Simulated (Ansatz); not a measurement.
Ansatz (an electronic-structure program) input (B3LYP-D3(BJ)/def2-TZVP):

Ansatz 0.2 input:
```yaml
crystal:
  periodic: [false, false, false]
  atoms:
    - {symbol: F, position_ang: [-0.86964262, 1.04658938, 0.09879410]}
    - {symbol: C, position_ang: [-0.31263183, -0.24691560, 0.34039934]}
    - {symbol: Br, position_ang: [1.72454048, 0.02588892, 0.15026960]}
    - {symbol: H, position_ang: [-0.52467660, -0.77486383, -0.63157995]}
basis:
  gaussian:
    orbitals: def2-TZVP
hamiltonian:
  xc: b3lyp
  dispersion: d3bj
total_charge: -1
relax: {f_tol: 0.002, max_steps: 150}
```

Output:

```
Functional definition: B3LYP
integrals: 0.03 GiB planned
793 factors; their error is unknown
mean field: 0.36 GiB planned
mean field evaluation 1: about -73815.4911 eV, gradient 3.7e1 eV
mean field evaluation 2: about -73813.1423 eV, gradient 5.7e1 eV
mean field evaluation 4: about -73817.7170 eV, gradient 2.2e0 eV
mean field evaluation 8: about -73818.0788 eV, gradient 4.2e-1 eV
mean field evaluation 16: about -73818.0790 eV, gradient 3.1e-5 eV
mean field -73818.07895262 eV, -2712.7643658176 hartree, gradient 3.1e-5 eV, S^2 0.000000; 0 other end points of the search recorded, 0 dependent functions left out
the calculation of the forces begins
reference -73818.07912603 eV, -2712.7643721903 hartree; 26, 26 occupied and 90, 90 virtual orbitals, 793 factors
relax step   1: F+E_penalty+E_count = -73818.18089782 eV  Δ(F+E_penalty+E_count) = +0.000e0 eV  max|allowed force component| = 1.114e0 eV/Å  Δτ_max = 0.0000 Å  (28 SCF iters, accepted)
these checks for a lower state are left out or cut short: starts, cluster_reference, orbital_swaps, neighbouring_geometries, increment
integrals: 0.03 GiB planned
793 factors; their error is unknown
mean field: 0.36 GiB planned
mean field -73818.09316499 eV, -2712.7648881129 hartree, gradient 1.2e-5 eV, S^2 0.000000; 0 other end points of the search recorded, 0 dependent functions left out
the calculation of the forces begins
reference -73818.09333783 eV, -2712.7648944645 hartree; 26, 26 occupied and 90, 90 virtual orbitals, 793 factors
relax step   2: F+E_penalty+E_count = -73818.19575450 eV  Δ(F+E_penalty+E_count) = -1.486e-2 eV  max|allowed force component| = 1.004e0 eV/Å  Δτ_max = 0.1072 Å  (31 SCF iters, accepted)
these checks for a lower state are left out or cut short: starts, cluster_reference, orbital_swaps, neighbouring_geometries, increment
integrals: 0.03 GiB planned
793 factors; their error is unknown
mean field: 0.35 GiB planned
mean field -73818.18233999 eV, -2712.7681652337 hartree, gradient 1.3e-5 eV, S^2 0.000000; 0 other end points of the search recorded, 0 dependent functions left out
the calculation of the forces begins
reference -73818.18251689 eV, -2712.7681717345 hartree; 26, 26 occupied and 90, 90 virtual orbitals, 793 factors
relax step   3: F+E_penalty+E_count = -73818.28282898 eV  Δ(F+E_penalty+E_count) = -8.707e-2 eV  max|allowed force component| = 4.241e-1 eV/Å  Δτ_max = 0.1275 Å  (32 SCF iters, accepted)
these checks for a lower state are left out or cut short: starts, cluster_reference, orbital_swaps, neighbouring_geometries, increment
integrals: 0.03 GiB planned
793 factors; their error is unknown
mean field: 0.35 GiB planned
mean field evaluation 32: about -73817.8310 eV, gradient 1.0e0 eV
mean field -73818.18723474 eV, -2712.7683451124 hartree, gradient 6.6e-6 eV, S^2 0.000000; 0 other end points of the search recorded, 0 dependent functions left out
the calculation of the forces begins
reference -73818.18741149 eV, -2712.7683516077 hartree; 26, 26 occupied and 90, 90 virtual orbitals, 793 factors
relax step   4: F+E_penalty+E_count = -73818.28761859 eV  Δ(F+E_penalty+E_count) = -4.790e-3 eV  max|allowed force component| = 3.274e-1 eV/Å  Δτ_max = 0.0145 Å  (33 SCF iters, accepted)
these checks for a lower state are left out or cut short: starts, cluster_reference, orbital_swaps, neighbouring_geometries, increment
integrals: 0.03 GiB planned
793 factors; their error is unknown
mean field: 0.35 GiB planned
mean field -73818.19298452 eV, -2712.7685564128 hartree, gradient 6.1e-6 eV, S^2 0.000000; 0 other end points of the search recorded, 0 dependent functions left out
the calculation of the forces begins
reference -73818.19316113 eV, -2712.7685629032 hartree; 26, 26 occupied and 90, 90 virtual orbitals, 793 factors
relax step   5: F+E_penalty+E_count = -73818.29337100 eV  Δ(F+E_penalty+E_count) = -5.752e-3 eV  max|allowed force component| = 7.140e-2 eV/Å  Δτ_max = 0.0176 Å  (33 SCF iters, accepted)
these checks for a lower state are left out or cut short: starts, cluster_reference, orbital_swaps, neighbouring_geometries, increment
integrals: 0.03 GiB planned
793 factors; their error is unknown
mean field: 0.35 GiB planned
mean field -73818.19348457 eV, -2712.7685747895 hartree, gradient 6.6e-6 eV, S^2 0.000000; 0 other end points of the search recorded, 0 dependent functions left out
the calculation of the forces begins
reference -73818.19366140 eV, -2712.7685812877 hartree; 26, 26 occupied and 90, 90 virtual orbitals, 793 factors
relax step   6: F+E_penalty+E_count = -73818.29373683 eV  Δ(F+E_penalty+E_count) = -3.658e-4 eV  max|allowed force component| = 1.735e-2 eV/Å  Δτ_max = 0.0082 Å  (32 SCF iters, accepted)
these checks for a lower state are left out or cut short: starts, cluster_reference, orbital_swaps, neighbouring_geometries, increment
integrals: 0.03 GiB planned
793 factors; their error is unknown
mean field: 0.35 GiB planned
mean field -73818.19351242 eV, -2712.7685758127 hartree, gradient 6.4e-6 eV, S^2 0.000000; 0 other end points of the search recorded, 0 dependent functions left out
the calculation of the forces begins
reference -73818.19368929 eV, -2712.7685823128 hartree; 26, 26 occupied and 90, 90 virtual orbitals, 793 factors
relax step   7: F+E_penalty+E_count = -73818.29375047 eV  Δ(F+E_penalty+E_count) = -1.365e-5 eV  max|allowed force component| = 4.377e-3 eV/Å  Δτ_max = 0.0012 Å  (34 SCF iters, accepted)
these checks for a lower state are left out or cut short: starts, cluster_reference, orbital_swaps, neighbouring_geometries, increment
integrals: 0.03 GiB planned
793 factors; their error is unknown
mean field: 0.35 GiB planned
mean field evaluation 64: about -73818.1935 eV, gradient 3.4e-3 eV
mean field -73818.19351461 eV, -2712.7685758932 hartree, gradient 6.5e-6 eV, S^2 0.000000; 0 other end points of the search recorded, 0 dependent functions left out
the calculation of the forces begins
reference -73818.19369147 eV, -2712.7685823929 hartree; 26, 26 occupied and 90, 90 virtual orbitals, 793 factors
relax step   8: F+E_penalty+E_count = -73818.29375197 eV  Δ(F+E_penalty+E_count) = -1.497e-6 eV  max|allowed force component| = 1.152e-3 eV/Å  Δτ_max = 0.0005 Å  (34 SCF iters, accepted)
integrals: 0.03 GiB planned
793 factors; their error is unknown
mean field: 0.35 GiB planned
mean field -73818.19351461 eV, -2712.7685758932 hartree, gradient 6.5e-6 eV, S^2 0.000000; 1 other end points of the search recorded, 0 dependent functions left out
the calculation of the forces begins
reference -73818.19369147 eV, -2712.7685823929 hartree; 26, 26 occupied and 90, 90 virtual orbitals, 793 factors
Total energy: -73818.29392884 eV, -2712.7722660480 hartree
Atom 0 at    -0.916822     1.035305     0.084868 Å, force     0.000177     0.000126    -0.000278 eV/Å
Atom 1 at    -0.419312    -0.252365     0.379183 Å, force    -0.000421    -0.000239     0.001152 eV/Å
Atom 2 at     1.833802     0.001921     0.117393 Å, force    -0.000188     0.000018    -0.000271 eV/Å
Atom 3 at    -0.480079    -0.734162    -0.623560 Å, force     0.000431     0.000094    -0.000603 eV/Å
Dipole moment:     0.310156     0.051907    -0.291879 e Å
```

It need not be the lowest isomer of its formula. Whether it binds its extra electron was not tested at this geometry.
